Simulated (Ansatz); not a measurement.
Pulling on the Ge1–S2 bond in GeS (multiplicity 1 held). Energies count from the point at 2.028 Å.


R- and RO- levels are restricted; in cc, def2 and unpolarised 6-31G sets they are followed outwards from rest. U- levels take the lowest unrestricted solution at each point, which mixes spins at long bonds. Levels need not reach the same state.

Frozen-core correlation. Filled d and f shells under p-block atoms count as core.

Codes used: Ansatz (a first-principles code). Values without a source in brackets are computed.

Energies in eV.

```json
[
 {"R (Å)": "1.623", "R-PBE/def2-TZVPP": "4.30", "U-r2SCAN/def2-TZVPP": "…", "U-MP2/def2-TZVPP": "4.46", "R-SCS-MP2/def2-TZVPP": "4.45"},
 {"R (Å)": "1.826", "R-PBE/def2-TZVPP": "0.80", "U-r2SCAN/def2-TZVPP": "0.70", "U-MP2/def2-TZVPP": "0.82", "R-SCS-MP2/def2-TZVPP": "0.82"},
 {"R (Å)": "2.028", "R-PBE/def2-TZVPP": "0.00", "U-r2SCAN/def2-TZVPP": "0.00", "U-MP2/def2-TZVPP": "0.00", "R-SCS-MP2/def2-TZVPP": "0.00"},
 {"R (Å)": "2.231", "R-PBE/def2-TZVPP": "0.36", "U-r2SCAN/def2-TZVPP": "…", "U-MP2/def2-TZVPP": "0.89", "R-SCS-MP2/def2-TZVPP": "0.41"},
 {"R (Å)": "2.434", "R-PBE/def2-TZVPP": "1.17", "U-r2SCAN/def2-TZVPP": "1.37", "U-MP2/def2-TZVPP": "2.30", "R-SCS-MP2/def2-TZVPP": "1.32"},
 {"R (Å)": "2.738", "R-PBE/def2-TZVPP": "2.54", "U-r2SCAN/def2-TZVPP": "2.77", "U-MP2/def2-TZVPP": "3.49", "R-SCS-MP2/def2-TZVPP": "3.07"},
 {"R (Å)": "3.043", "R-PBE/def2-TZVPP": "3.77", "U-r2SCAN/def2-TZVPP": "3.84", "U-MP2/def2-TZVPP": "4.61", "R-SCS-MP2/def2-TZVPP": "5.13"},
 {"R (Å)": "3.550", "R-PBE/def2-TZVPP": "5.26", "U-r2SCAN/def2-TZVPP": "4.91", "U-MP2/def2-TZVPP": "5.36", "R-SCS-MP2/def2-TZVPP": "6.92"},
 {"R (Å)": "4.057", "R-PBE/def2-TZVPP": "6.18", "U-r2SCAN/def2-TZVPP": "…", "U-MP2/def2-TZVPP": "5.57", "R-SCS-MP2/def2-TZVPP": "7.67"},
 {"R (Å)": "4.666", "R-PBE/def2-TZVPP": "6.78", "U-r2SCAN/def2-TZVPP": "5.65", "U-MP2/def2-TZVPP": "5.63", "R-SCS-MP2/def2-TZVPP": "8.09"},
 {"R (Å)": "5.477", "R-PBE/def2-TZVPP": "7.16", "U-r2SCAN/def2-TZVPP": "5.76", "U-MP2/def2-TZVPP": "5.66", "R-SCS-MP2/def2-TZVPP": "8.27"},
 {"R (Å)": "6.491", "R-PBE/def2-TZVPP": "7.34", "U-r2SCAN/def2-TZVPP": "5.80", "U-MP2/def2-TZVPP": "5.67", "R-SCS-MP2/def2-TZVPP": "8.32"},
 {"R (Å)": "8.114", "R-PBE/def2-TZVPP": "7.41", "U-r2SCAN/def2-TZVPP": "5.81", "U-MP2/def2-TZVPP": "5.68", "R-SCS-MP2/def2-TZVPP": "8.33"}
]
```

Task: Some entries are withheld; supply them.

Result: 
- 4.057, U-r2SCAN/def2-TZVPP: 5.42
- 2.231, U-r2SCAN/def2-TZVPP: 0.47
- 1.623, U-r2SCAN/def2-TZVPP: 4.11

Doubts at one or more of the structures used: a restricted determinant that unrestricted orbitals would lower (R-PBE/def2-TZVPP, R-SCS-MP2/def2-TZVPP); a spin-contaminated determinant (U-r2SCAN/def2-TZVPP, U-MP2/def2-TZVPP).
